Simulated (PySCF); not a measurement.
H3NOTe, SMILES O[Te]N. Geometry: PBE0-D3(BJ)/def2-TZVP. The def2 effective core potentials stand for the cores of Te; spin–orbit coupling is left out. One conformer was computed; it need not be the lowest.

Computed equilibrium geometry at PBE0-D3(BJ)/def2-TZVP (PySCF confirms it by a frequency run) as Cartesian coordinates in Å (one conformer of several):
```xyz
6

Te     0.0668    -0.0003     0.3300
O     -0.0164     1.5333    -0.9056
H      0.8447     1.6413    -1.3192
N     -0.4346    -1.5194    -0.8352
H      0.2303    -1.7644    -1.5533
H     -1.3770    -1.4927    -1.1956
```
Charge 0, spin multiplicity 1.
